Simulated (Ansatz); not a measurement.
Input for Ansatz (an electronic-structure program): U-CCSD(T)/def2-TZVPP on SnW, 2S+1 = 5, a spin state set in the input, which need not be the lowest, a point of a bond scan (R = 2.643 Å). Elements past Kr take the def2 small-core potentials; no spin–orbit coupling.

Ansatz 0.2 input:
```yaml
crystal:
  periodic: [false, false, false]
  atoms:
    - {symbol: W, position_ang: [0.00000000, 0.00000000, 0.00000000]}
    - {symbol: Sn, position_ang: [0.00000000, 0.00000000, 2.64293100]}
basis:
  gaussian:
    orbitals: def2-TZVPP
magnetization: {spin_polarized: true, initial_magnetization: 4}
correlation: {method: ccsd_t, electrons: valence}
output: {orbitals: {seedname: ./end}}
```

Program output:

```
WARN ansatz: RAYON_NUM_THREADS=1 ignored (pool sized by the plan → 1); use --threads N
Functional definition: HF
integrals: 0.21 GiB planned
849 factors; integrals over basis functions are off by at most 8.4e-4 eV
mean field: 0.39 GiB planned
mean field evaluation 1: about -7608.0035 eV, gradient 1.1e1 eV
mean field evaluation 2: about -7608.1497 eV, gradient 1.1e1 eV
mean field evaluation 4: about -7609.5848 eV, gradient 4.3e0 eV
mean field evaluation 8: about -7611.0235 eV, gradient 1.1e0 eV
mean field evaluation 16: about -7611.1821 eV, gradient 6.6e-2 eV
mean field evaluation 32: about -7611.2754 eV, gradient 6.7e-3 eV
mean field evaluation 64: about -7611.1599 eV, gradient 5.4e-1 eV
mean field evaluation 96: about -7609.9080 eV, gradient 3.9e-6 eV
mean field evaluation 128: about -7609.5053 eV, gradient 1.3e0 eV
mean field evaluation 160: about -7609.6077 eV, gradient 3.8e-6 eV
mean field evaluation 192: about -7607.6260 eV, gradient 7.8e0 eV
mean field evaluation 224: about -7609.3589 eV, gradient 5.6e-1 eV
mean field evaluation 256: about -7611.1689 eV, gradient 5.1e-1 eV
mean field evaluation 288: about -7608.3995 eV, gradient 1.4e1 eV
mean field evaluation 320: about -7611.1756 eV, gradient 2.6e-1 eV
mean field evaluation 352: about -7610.9003 eV, gradient 1.4e0 eV
mean field evaluation 384: about -7609.9322 eV, gradient 2.1e0 eV
mean field evaluation 416: about -7611.1821 eV, gradient 2.4e-3 eV
mean field evaluation 448: about -7611.1821 eV, gradient 2.1e-2 eV
mean field evaluation 480: about -7611.2719 eV, gradient 1.4e-1 eV
mean field evaluation 512: about -7611.1729 eV, gradient 2.7e-1 eV
mean field evaluation 544: about -7607.6995 eV, gradient 1.0e1 eV
mean field evaluation 576: about -7608.3883 eV, gradient 1.7e0 eV
mean field evaluation 608: about -7608.8483 eV, gradient 1.2e1 eV
mean field evaluation 640: about -7607.5861 eV, gradient 1.1e1 eV
mean field evaluation 672: about -7611.2747 eV, gradient 4.1e-2 eV
mean field evaluation 704: about -7611.2724 eV, gradient 1.2e-1 eV
mean field evaluation 736: about -7611.1061 eV, gradient 7.5e-1 eV
mean field evaluation 768: about -7611.2096 eV, gradient 6.2e-1 eV
mean field evaluation 800: about -7611.2754 eV, gradient 7.3e-4 eV
mean field evaluation 832: about -7610.0157 eV, gradient 7.2e-1 eV
mean field evaluation 864: about -7609.9788 eV, gradient 5.5e-1 eV
mean field evaluation 896: about -7609.9740 eV, gradient 2.1e-1 eV
mean field evaluation 928: about -7609.9806 eV, gradient 1.7e-1 eV
mean field evaluation 960: about -7609.1362 eV, gradient 1.7e-1 eV
mean field evaluation 992: about -7609.2891 eV, gradient 6.9e-1 eV
mean field evaluation 1024: about -7609.3480 eV, gradient 1.1e0 eV
mean field evaluation 1056: about -7609.2588 eV, gradient 3.5e-1 eV
mean field evaluation 1088: about -7609.3830 eV, gradient 2.2e-1 eV
mean field evaluation 1120: about -7609.9781 eV, gradient 1.6e-1 eV
mean field evaluation 1152: about -7610.0396 eV, gradient 2.0e-1 eV
mean field evaluation 1184: about -7609.4325 eV, gradient 4.1e-1 eV
mean field evaluation 1216: about -7609.2428 eV, gradient 2.8e-1 eV
mean field evaluation 1248: about -7609.2949 eV, gradient 6.8e-1 eV
mean field evaluation 1280: about -7607.3416 eV, gradient 1.2e1 eV
mean field evaluation 1312: about -7607.4707 eV, gradient 1.5e1 eV
mean field evaluation 1344: about -7606.7324 eV, gradient 1.2e1 eV
mean field evaluation 1376: about -7607.4958 eV, gradient 1.2e1 eV
mean field evaluation 1408: about -7607.3513 eV, gradient 1.0e1 eV
mean field evaluation 1440: about -7607.8038 eV, gradient 9.1e0 eV
mean field evaluation 1472: about -7608.8869 eV, gradient 1.1e1 eV
mean field evaluation 1504: about -7607.3758 eV, gradient 6.8e0 eV
mean field evaluation 1536: about -7607.6893 eV, gradient 7.3e0 eV
mean field evaluation 1568: about -7609.4528 eV, gradient 2.7e-4 eV
mean field -7611.27544331 eV, -279.7092134339 hartree, gradient 2.7e-6 eV, S^2 7.525240; 32 other end points of the search recorded, 0 dependent functions left out
determinant -7611.27544331 eV, -279.7092134339 hartree, with singles and doubles -7627.86212767 eV, -280.3187628411 hartree
determinant -7611.18210647 eV, -279.7057833684 hartree, with singles and doubles -7628.04068994 eV, -280.3253248837 hartree
determinant -7610.16583541 eV, -279.6684360957 hartree, with singles and doubles -7626.47250815 eV, -280.2676952657 hartree
determinant -7610.02342858 eV, -279.6632027412 hartree, with singles and doubles -7626.58671563 eV, -280.2718923131 hartree
determinant -7609.90797880 eV, -279.6589600398 hartree, with singles and doubles -7626.52932484 eV, -280.2697832405 hartree
determinant -7609.60769389 eV, -279.6479247729 hartree, with singles and doubles -7626.87955599 eV, -280.2826539980 hartree
determinant -7609.45275267 eV, -279.6422307884 hartree, with singles and doubles -7625.89337147 eV, -280.2464123852 hartree
determinant -7609.45195261 eV, -279.6422013867 hartree, with singles and doubles -7625.88767100 eV, -280.2462028969 hartree
determinant -7609.37290439 eV, -279.6392964181 hartree, with singles and doubles -7625.82906728 eV, -280.2440492499 hartree
determinant -7609.35742113 eV, -279.6387274188 hartree, with singles and doubles -7625.86366496 eV, -280.2453206911 hartree
determinant -7609.16015026 eV, -279.6314778481 hartree, with singles and doubles -7626.05416649 eV, -280.2523214934 hartree
determinant -7608.94081607 eV, -279.6234174653 hartree, with singles and doubles -7626.25460858 eV, -280.2596876042 hartree
determinant -7611.27544331 eV, -279.7092134339 hartree, with singles and doubles -7628.04170062 eV, -280.3253620255 hartree
determinant -7611.18210647 eV, -279.7057833684 hartree, with singles and doubles -7628.07289295 eV, -280.3265083224 hartree
4 core orbitals not correlated
reference -7611.18210647 eV, -279.7057833684 hartree; 16, 12 occupied and 86, 90 virtual orbitals, 849 factors
second order -16.97960110 eV of doubles, -0.00000000 eV of singles
coupled cluster: 0.81 GiB planned
cycle   1  -16.89078508 eV  change    1.4e-6 eV  update   2.5e-6
coupled cluster: 0.81 GiB planned
perturbative correction -0.73826034 eV, -0.0271305672 hartree
Total energy: -7628.81115189 eV, -280.3536388381 hartree
```

The calculation finished and met its thresholds. Its determinant has ⟨S²⟩ = 7.17, a mixture of spin states.

Cost: about 4 core-minutes (a rough figure).
